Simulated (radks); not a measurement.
The numbers below are computed, except where a source is named.
Problem. These are the eigenvalues of the occupied orbitals of an atom or ion with whole-number occupations (Ry). Level of theory: non-relativistic Kohn-Sham, PBE, spin-polarised, spherical densities, point nucleus (a radial shooting solver on a logarithmic mesh with Libxc functionals).

orbital  eigenvalue
1s up     -4850.926
1s down   -4850.852
2s up     -932.2289
2s down   -932.1783
2p up     -901.0250
2p down   -900.9731
3s up     -329.2186
3s down   -329.1041
3p up     -315.1251
3p down   -315.0172
3d up     -289.3967
3d down   -289.3118
4s up     -165.4920

Which element is it, and in what charge state? The configuration may be excited. Open shells, if any, are filled with parallel spins first.

Solution. Z = 74, tungsten, charge +45: W45+ in [Ar] 3d10 4s1. The list shows which subshells hold electrons but not how many an open one holds; the 1s level, -2425.5 hartree, gives Z - s = 69.6 by -(Z - s)^2/2, which with screening narrows Z to a few neighbours, and the depths of the outer levels then fix element, charge and occupations together.
